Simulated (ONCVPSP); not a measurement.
# Transferability test, ONCV potential for oxygen

O, optimised norm-conserving Vanderbilt (ONCV), made with ONCVPSP 4.0.1 (LDA (Perdew-Wang 92), scalar-relativistic). Core [He], reference 2s1 2p5. Waves: 2s: rc 0.65 bohr, ncon 3, nbas 6, qcut 12.9 1/bohr, 2 projectors, debl 2.7 Ha; 2p: rc 1.75 bohr, ncon 4, nbas 7, qcut 6.1 1/bohr, 3 projectors, debl 3.1 Ha; d scattering state at 0.46 Ha: rc 1.45 bohr, ncon 4, nbas 8, qcut 7.5 1/bohr, 3 projectors, debl 1 Ha. Local part: polynomial inside 0.60 bohr (lpopt 4, dvloc0 3 Ha). Core correction: Teter function fitted to the true core (icmod 2), fcfact 0.4.

Energies are relative to the spin-unpolarised reference configuration 2s1 2p5; without spin polarisation the order of configurations can differ from experiment.

(1) Give the all-electron excitation energy and the error of the potential for: 2s2 2p4; 2s2 2p3; 2s2 2p2; 2s1 2p4.

Levels in the configuration 2s2 2p4:

| level | all-electron (eV) | pseudo (eV) |
| --- | --- | --- |
| 2s | -23.754 | -23.656 |
| 2p | -9.198 | -9.095 |

Note: ghosts flagged at negative energy: s at -309.0 eV; no localised positive-energy state flagged. A true bound ghost makes a file unfit for plane-wave use.

Results:

(1)

```json
{"valence configuration": "2s2 2p4", "charge": "0", "ΔE all-electron (eV)": "-14.586", "error AE − PS (meV)": "+4.0"}
{"valence configuration": "2s2 2p3", "charge": "+1", "ΔE all-electron (eV)": "1.999", "error AE − PS (meV)": "+258"}
{"valence configuration": "2s2 2p2", "charge": "+2", "ΔE all-electron (eV)": "35.712", "error AE − PS (meV)": "+1113"}
{"valence configuration": "2s1 2p4", "charge": "+1", "ΔE all-electron (eV)": "16.838", "error AE − PS (meV)": "+63"}
```
